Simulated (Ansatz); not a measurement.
```yaml
crystal:
  periodic: [false, false, false]
  atoms:
    - {symbol: C, position_ang: [-0.220601, 0.983984, 0.061920]}
    - {symbol: O, position_ang: [-0.739067, 0.065547, 0.987148]}
    - {symbol: Ge, position_ang: [-0.528203, -1.695032, 1.136730]}
    - {symbol: S, position_ang: [0.847565, -2.197308, -0.594766]}
    - {symbol: H, position_ang: [0.874987, 1.011887, 0.087959]}
    - {symbol: H, position_ang: [-0.541110, 0.754431, -0.960992]}
    - {symbol: H, position_ang: [-0.592629, 1.978385, 0.320118]}
    - {symbol: H, position_ang: [0.991258, -0.959094, -1.093815]}
basis:
  gaussian: {orbitals: cc-pVTZ}
total_charge: 4
hamiltonian: {xc: {name: B3LYP5}}
accuracy: high
```

```sh
$ ansatz run in.yaml --threads 4 --pin off --events-out ev --progress --plain --max-ram 10444MiB
```

It prints (some lines left out):

```
Functional definition: B3LYP5
3365 factors; integrals over basis functions are off by at most 4.1e-9 eV
mean field evaluation 1: about -70351.5800 eV, gradient 1.9e2 eV
mean field evaluation 2: about -69663.0572 eV, gradient 3.5e2 eV
mean field evaluation 4: about -70346.6336 eV, gradient 1.3e2 eV
mean field evaluation 8: about -70401.0229 eV, gradient 6.5e1 eV
mean field evaluation 16: about -70424.9113 eV, gradient 1.1e-2 eV
mean field -70424.91127770 eV, -2588.0677537362 hartree, gradient 3.0e-8 eV, S^2 0.000000; 7 other end points of the search recorded, 0 dependent functions left out
reference -70424.91131536 eV, -2588.0677551202 hartree; 31, 31 occupied and 162, 162 virtual orbitals, 3365 factors
Total energy: -70424.91131536 eV, -2588.0677551202 hartree
```

In this input the charge is far from anything that the molecule holds. The run converged. The result belongs to that input, not to the molecule as meant.
